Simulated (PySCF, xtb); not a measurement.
C4H3Cl2F, SMILES C#C[C@H](F)C(Cl)Cl. Other conformers were not sampled.

Harmonic wavenumbers (cm⁻¹) from GFN2-xTB run with xtb at its own minimum, in rising order: 47, 106, 150, 212, 233, 297, 356, 510, 559, 658, 681, 698, 742, 904, 1006, 1061, 1141, 1165, 1233, 1268, 2289, 2877, 2941, 3397.

### Question
What does B3LYP-D3(BJ)/def2-SVP in PySCF give at its own minimum? (Estimate from the structure and the level; the computed values follow.)

### Answer
72, 121, 176, 240, 257, 336, 378, 570, 646, 702, 711, 746, 797, 914, 1080, 1099, 1216, 1260, 1326, 1366, 2244, 3045, 3145, 3469. Paired by order, the mean absolute difference is 61 cm⁻¹ and the zero-point energies are 35.1 and 37.0 kcal/mol.
